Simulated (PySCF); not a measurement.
Correlation energy of Pb (lead, neutral)

[Xe] 4f14 5d10 6s1 6p3, high-spin 5S determinant (an excited configuration). Calculation: PySCF 2.14, in def2-TZVPPD with the def2 core potential (60 electrons) (7s5p4d2f, 56 functions); a scalar-relativistic core potential. Frozen: nothing; 22 electrons correlated.

```
  level  correlation energy (mhartree)
   CCSD                        -343.85
    (T)                          -6.31
CCSD(T)                        -350.16
```

Diagnostics: T1 = 0.0066, D1 = 0.0198, largest double amplitude 0.026.

Spin-orbit coupling is strong in this species (close to jj coupling), so the high-spin LS determinant is a model state, not a physical level.

Cost of the coupled-cluster step: about 29 core-seconds, for 22 correlated electrons.

Iterations:

```
CC2 = 0
CCSD nocc = (np.int64(13), np.int64(9)), nmo = (56, 56)
frozen orbitals [[], []]
max_cycle = 100
direct = 0
conv_tol = 1e-08
conv_tol_normt = 1e-06
diis_space = 8
diis_start_cycle = 0
Init t2, MP2 energy = -0.364874426115526
Init E_corr(UCCSD) = -0.364874426141342
cycle = 1  E_corr(UCCSD) = -0.335558410632422  dE = 0.0293160155  norm(t1,t2) = 0.0540458
cycle = 2  E_corr(UCCSD) = -0.343732479572921  dE = -0.00817406894  norm(t1,t2) = 0.0123679
cycle = 3  E_corr(UCCSD) = -0.343354802461725  dE = 0.000377677111  norm(t1,t2) = 0.00435512
cycle = 4  E_corr(UCCSD) = -0.343841587333411  dE = -0.000486784872  norm(t1,t2) = 0.00141152
cycle = 5  E_corr(UCCSD) = -0.343859705324233  dE = -1.81179908e-05  norm(t1,t2) = 0.000186027
cycle = 6  E_corr(UCCSD) = -0.343848583180604  dE = 1.11221436e-05  norm(t1,t2) = 3.95383e-05
cycle = 7  E_corr(UCCSD) = -0.343849089207175  dE = -5.06026571e-07  norm(t1,t2) = 6.92705e-06
cycle = 8  E_corr(UCCSD) = -0.343849279627575  dE = -1.904204e-07  norm(t1,t2) = 1.51531e-06
cycle = 9  E_corr(UCCSD) = -0.343849247066735  dE = 3.256084e-08  norm(t1,t2) = 4.24872e-07
cycle = 10  E_corr(UCCSD) = -0.343849244535562  dE = 2.53117305e-09  norm(t1,t2) = 9.79112e-08
UCCSD converged
E(UCCSD) = -192.0068542513665  E_corr = -0.3438492445355616
UCCSD(T) correction = -0.00631448555093234
```

The basis has no tight functions for the innermost shells, so their pair energies are far from complete.

This basis was not built for core-valence correlation, so the inner-shell part is incomplete.

Spin-orbit coupling is strong in this species, so the high-spin LS determinant is a model state.
